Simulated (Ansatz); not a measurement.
Cost and result for the atomization energy of C2H8O3Si2, SMILES `C=C[SiH](O)[SiH](O)O` (15 atoms, 14 bonds).

```xyz
15

C     1.566    0.882    1.543
C     0.455    1.505    1.152
Si   -0.684    0.852   -0.164
O    -2.107    0.238    0.454
Si    0.049   -1.035   -1.358
O     1.197   -1.797   -0.448
O    -1.299   -1.949   -1.601
H     2.219    1.301    2.305
H     1.868   -0.070    1.117
H     0.215    2.461    1.619
H    -1.008    1.992   -1.076
H    -2.692    0.829    0.929
H     0.598   -0.792   -2.718
H     1.604   -2.581   -0.821
H    -1.982   -1.835   -0.933
```

The species carries charge 0 and has multiplicity 1. The structure was optimised at the PBE0-D4/def2-TZVP level. It is one conformer, not always the lowest. Program: Ansatz. All runs use 2 threads of an AMD EPYC 7R13 on a shared host and a share of an NVIDIA H100 80 GB. Times are those of one run each, without the atoms' runs, and a repeat can differ threefold. Electronic energies, without spin–orbit coupling; frozen cores. CCSD(T)/CBS adds CCSD(T) − MP2 in def2-TZVPP to the MP2 limit, and its time is that of the two runs behind it. T1 = 0.012. B3LYP takes the VWN-RPA correlation (the form of Gaussian; ORCA's B3LYP/G).

CCSD(T)/CBS is a level of theory with its own doubt, some kJ/mol a heavy atom from the limit and from the frozen cores, so smaller differences don't rank the functionals.

```tsv
level	functions	wall time	atomization (kcal/mol)	difference from CCSD(T)/CBS	per bond
PBE0-D4/def2-TZVPP	351	4.6 s	1392.4	-14.2	-1.0
PBE-D4/def2-TZVPP (with forces)	351	7.5 s	1420.3	13.7	1.0
r2SCAN-D4/def2-TZVPP (with forces)	351	7.5 s	1402.4	-4.2	-0.3
B2PLYP/def2-TZVPP	351	8.5 s	1384.2	-22.4	-1.6
B3LYP-D4/def2-TZVPP (with forces)	351	8.5 s	1397.0	-9.6	-0.7
ωB97X-V/def2-TZVPP	351	8.5 s	1404.0	-2.6	-0.2
MP2/def2-QZVPP	665	9.5 s	1418.8	12.2	0.9
ωB97M-V/def2-TZVPP (with forces)	351	13 s	1404.1	-2.5	-0.2
CCSD(T)/def2-TZVPP	351	19 s	1365.2	-41.4	-3.0
CCSD(T)/CBS(def2)	–	29 s	1406.6	0.0	0.0
```

From PBE to PBE0 (25 % exact exchange), in def2-TZVPP and without D4, the atomization energy moves by −26.6 kcal/mol: exact exchange takes away binding that semilocal exchange gives to molecules. In def2-TZVPP, CCSD(T) changes the Hartree–Fock value by +355.0 kcal/mol (the triples alone add +21.6 kcal/mol) and MP2 by +384.0 kcal/mol; breaking electron pairs costs correlation energy, which Hartree–Fock lacks. The D4 term adds +14.5 kcal/mol with B3LYP and +7.7 kcal/mol with PBE0; it sums over pairs of atoms, weighted by their polarisabilities, and B3LYP, whose exchange is more repulsive, gets the larger term.
